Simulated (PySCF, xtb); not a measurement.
C₃H₇Si, SMILES C1C[SiH]C1 (connectivity only; charge and spin as stated), charge +1, multiplicity 1.

GFN2-xTB in xtb 6.7.1 at its own geometry gives an orbital gap of 3.13 eV.

Geometry: r2SCAN-D4/def2-SVP. A frequency run showed that this geometry is not a minimum. The spin state was assumed, not searched. The isomer is the one that the SMILES or the coordinates give; other isomers of the formula were not compared.

Problem. What does PBE/def2-TZVP run with PySCF give? (An estimate is asked for; the answer gives what the named calculation found.)

Solution. gap 3.61 eV (levels -12.87 and -9.26 eV).
